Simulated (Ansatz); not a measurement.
Job for Ansatz (an electronic-structure program): U-PBE0/def2-TZVPP on LiCl+, 2S+1 = 2, a spin state set in the input, which need not be the lowest. Charge +1.

Ansatz 0.2 input:
```yaml
crystal:
  periodic: [false, false, false]
  atoms:
    - {symbol: Li, position_ang: [0.00000000, 0.00000000, 0.00000000]}
    - {symbol: Cl, position_ang: [0.00000000, 0.00000000, 2.18500000]}
basis:
  gaussian:
    orbitals: def2-TZVPP
hamiltonian:
  xc: {name: PBE0}
total_charge: 1
magnetization: {spin_polarized: true, initial_magnetization: 1}
relax: {f_tol: 0.002, max_steps: 120}
```

The log:

```
WARN ansatz: RAYON_NUM_THREADS=2 ignored (pool sized by the plan → 2); use --threads N
Functional definition: PBE0
integrals: 0.01 GiB planned
470 factors; their error is unknown
mean field: 0.16 GiB planned
mean field evaluation 1: about -12713.2288 eV, gradient 2.2e1 eV
mean field evaluation 2: about -12714.4230 eV, gradient 1.6e1 eV
mean field evaluation 4: about -12715.2265 eV, gradient 2.8e-1 eV
mean field evaluation 8: about -12715.2607 eV, gradient 1.1e-3 eV
mean field evaluation 16: about -12715.2433 eV, gradient 2.0e0 eV
mean field -12715.26070010 eV, -467.2772120153 hartree, gradient 3.5e-6 eV, S^2 0.754158; 1 other end points of the search recorded, 0 dependent functions left out
the calculation of the forces begins
reference -12715.26073140 eV, -467.2772131656 hartree; 10, 9 occupied and 51, 52 virtual orbitals, 470 factors
relax step   1: F+E_penalty+E_count = -12715.26070010 eV  Δ(F+E_penalty+E_count) = +0.000e0 eV  max|allowed force component| = 6.862e-1 eV/Å  Δτ_max = 0.0000 Å  (40 SCF iters, accepted)
these checks for a lower state are left out or cut short: starts, cluster_reference, orbital_swaps, neighbouring_geometries, increment
integrals: 0.01 GiB planned
470 factors; their error is unknown
mean field: 0.16 GiB planned
mean field -12715.29818150 eV, -467.2785894316 hartree, gradient 6.9e-6 eV, S^2 0.754171; 0 other end points of the search recorded, 0 dependent functions left out
the calculation of the forces begins
reference -12715.29821412 eV, -467.2785906301 hartree; 10, 9 occupied and 51, 52 virtual orbitals, 470 factors
relax step   2: F+E_penalty+E_count = -12715.29818150 eV  Δ(F+E_penalty+E_count) = -3.748e-2 eV  max|allowed force component| = 3.621e-1 eV/Å  Δτ_max = 0.0363 Å  (41 SCF iters, accepted)
these checks for a lower state are left out or cut short: starts, cluster_reference, orbital_swaps, neighbouring_geometries, increment
integrals: 0.01 GiB planned
470 factors; their error is unknown
mean field: 0.16 GiB planned
mean field evaluation 32: about -12715.3176 eV, gradient 1.7e-5 eV
mean field -12715.31760073 eV, -467.2793030750 hartree, gradient 7.2e-6 eV, S^2 0.754186; 0 other end points of the search recorded, 0 dependent functions left out
the calculation of the forces begins
reference -12715.31763515 eV, -467.2793043399 hartree; 10, 9 occupied and 51, 52 virtual orbitals, 470 factors
relax step   3: F+E_penalty+E_count = -12715.31760073 eV  Δ(F+E_penalty+E_count) = -1.942e-2 eV  max|allowed force component| = 5.923e-2 eV/Å  Δτ_max = 0.0485 Å  (41 SCF iters, accepted)
these checks for a lower state are left out or cut short: starts, cluster_reference, orbital_swaps, neighbouring_geometries, increment
integrals: 0.01 GiB planned
470 factors; their error is unknown
mean field: 0.16 GiB planned
mean field -12715.31833396 eV, -467.2793300209 hartree, gradient 6.7e-6 eV, S^2 0.754190; 0 other end points of the search recorded, 0 dependent functions left out
the calculation of the forces begins
reference -12715.31836884 eV, -467.2793313024 hartree; 10, 9 occupied and 51, 52 virtual orbitals, 470 factors
relax step   4: F+E_penalty+E_count = -12715.31833396 eV  Δ(F+E_penalty+E_count) = -7.332e-4 eV  max|allowed force component| = 2.037e-3 eV/Å  Δτ_max = 0.0131 Å  (33 SCF iters, accepted)
these checks for a lower state are left out or cut short: starts, cluster_reference, orbital_swaps, neighbouring_geometries, increment
integrals: 0.01 GiB planned
470 factors; their error is unknown
mean field: 0.16 GiB planned
mean field -12715.31833491 eV, -467.2793300557 hartree, gradient 1.7e-5 eV, S^2 0.754190; 0 other end points of the search recorded, 0 dependent functions left out
the calculation of the forces begins
reference -12715.31836977 eV, -467.2793313366 hartree; 10, 9 occupied and 51, 52 virtual orbitals, 470 factors
relax step   5: F+E_penalty+E_count = -12715.31833491 eV  Δ(F+E_penalty+E_count) = -9.474e-7 eV  max|allowed force component| = 2.391e-6 eV/Å  Δτ_max = 0.0005 Å  (25 SCF iters, accepted)
integrals: 0.01 GiB planned
470 factors; their error is unknown
mean field: 0.16 GiB planned
mean field evaluation 64: about -12715.3183 eV, gradient 4.7e-5 eV
mean field -12715.31833491 eV, -467.2793300557 hartree, gradient 1.7e-5 eV, S^2 0.754190; 2 other end points of the search recorded, 0 dependent functions left out
the calculation of the forces begins
reference -12715.31836977 eV, -467.2793313366 hartree; 10, 9 occupied and 51, 52 virtual orbitals, 470 factors
Total energy: -12715.31836977 eV, -467.2793313366 hartree
Atom 0 at     0.000000     0.000000    -0.097529 Å, force     0.000000     0.000000     0.000002 eV/Å
Atom 1 at    -0.000000    -0.000000     2.282529 Å, force    -0.000000    -0.000000    -0.000002 eV/Å
Dipole moment:     0.000000     0.000000    -1.686937 e Å
```

The calculation finished and met its thresholds.

Cost: about 6 core-seconds (a rough figure).
